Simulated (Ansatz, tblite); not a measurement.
Breaking a bond: Mg2, singlet.

Levels of theory: GFN2-xTB, 300 K electronic temperature (tblite); UKS-BLYP = unrestricted BLYP/aug-cc-pVTZ (Ansatz, a program for electronic structure); RCCSD = CCSD on RHF/aug-cc-pVTZ, frozen core in Ansatz.

Total energies in hartree (comparable only within one method and basis):

| R / Å | GFN2-xTB | UKS-BLYP | RCCSD |
|---|---|---|---|
| 2.70 | -0.96960 | -400.15244 | -399.27422 |
| 2.90 | -0.97491 | -400.16074 | -399.28340 |
| 3.06 | -0.97612 | -400.16456 | -399.28780 |
| 3.27 | -0.97511 | -400.16729 | -399.29120 |
| 3.43 | -0.97343 | -400.16832 | -399.29269 |
| 3.49 | -0.97257 | -400.16855 | -399.29309 |
| 3.60 | -0.97062 | -400.16884 | -399.29366 |
| 3.71 | -0.96839 | -400.16899 | -399.29406 |
| 3.83 | -0.96580 | -400.16906 | -399.29438 |
| 3.98 | -0.96243 | -400.16904 | -399.29463 |
| 4.24 | -0.95655 | -400.16891 | -399.29484 |
| 4.52 | -0.95076 | -400.16875 | -399.29489 |
| 4.80 | -0.94594 | -400.16862 | -399.29485 |
| 5.36 | -0.93911 | -400.16852 | -399.29468 |
| 5.94 | -0.93524 | -400.16853 | -399.29451 |
| 6.38 | -0.93371 | -400.16857 | -399.29442 |
| 7.09 | -0.93259 | -400.16863 | -399.29432 |
| 7.85 | -0.93218 | -400.16868 | -399.29427 |
| 8.84 | -0.93202 | -400.16871 | -399.29423 |
| 9.85 | -0.93198 | -400.16873 | -399.29422 |
| 10.88 | -0.93196 | -400.16873 | -399.29421 |

At the minimum RCCSD lies far from FCI: another state is possible.
